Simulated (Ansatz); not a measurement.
Coupled-cluster diagnostics for Mg₂Te, Ansatz.

Geometry of the singlet (B3LYP-D4/def2-TZVP):

```csv
atom,x (Å),y (Å),z (Å)
Mg1,-1.395,-0.618,0.400
Mg2,1.328,-0.367,0.768
Te3,0.067,0.985,-1.168
```

In the def2 sets Te takes a core potential; there is no spin–orbit coupling. Correlated methods freeze 6 core orbitals; core or outer-core shells of Mg, Te are correlated, in sets that lack core-valence functions. The structure comes from a short search, and lower isomers may exist.

Geometry of the charge 0 triplet (B3LYP-D4/def2-TZVP):

| atom | x (Å) | y (Å) | z (Å) |
| --- | --- | --- | --- |
| Mg1 | 0.329 | -0.984 | -1.751 |
| Mg2 | -1.380 | 0.995 | 1.117 |
| Te3 | 1.051 | -0.011 | 0.634 |

Geometry of the charge 0 quintet (B3LYP-D4/def2-TZVP):

| atom | x (Å) | y (Å) | z (Å) |
| --- | --- | --- | --- |
| Mg1 | 1.2758 | 0.8764 | 1.1528 |
| Mg2 | -1.3006 | -1.3958 | 0.2914 |
| Te3 | 0.0248 | 0.5194 | -1.4443 |

Task: Estimate the CCSD(T) correlation energy, the shares of MP2 and (T), T1 and the reference's ⟨S²⟩ for: charge 0, singlet, own geometry in def2-TZVPP; charge 0, singlet, own geometry in def2-TZVPD; charge 0, triplet, own geometry in def2-TZVPP; charge 0, quintet, own geometry in def2-TZVPP; charge 1, doublet, vertical in def2-TZVPP; charge -1, doublet, vertical in def2-TZVPD; and the rough time on 2 threads of AMD EPYC 7R13 on a shared host.

Result: 
```csv
state,basis,correlation (eV),MP2 share (%),(T) share (%),T1,⟨S²⟩ (pure),wall time,remarks
"charge 0, singlet, own geometry",def2-TZVPP,-23.474,98.5,2.7,0.015,0.00 (0.00),15 s,restricted SCF unstable
"charge 0, singlet, own geometry",def2-TZVPD,-23.541,98.5,2.7,0.015,0.00 (0.00),6 s,restricted SCF unstable
"charge 0, triplet, own geometry",def2-TZVPP,-22.339,99.2,2.1,0.013,2.01 (2.00),4.8 s,–
"charge 0, quintet, own geometry",def2-TZVPP,-21.617,98.5,1.8,0.015,6.02 (6.00),5.5 s,–
"charge 1, doublet, vertical",def2-TZVPP,-22.488,99.1,2.3,0.014,0.77 (0.75),18 s,–
"charge -1, doublet, vertical",def2-TZVPD,-23.341,97.8,2.4,0.035,1.20 (0.75),17 s,spin-contaminated
```
Customary marks for T1 are 0.02 (closed shells), 0.045 (open shells) and about 0.05 (3d metals). T1 exceeds 0.02 in 1 of 6 rows and 0.045 in 0; the higher it lies, the less the single-reference result can be trusted.
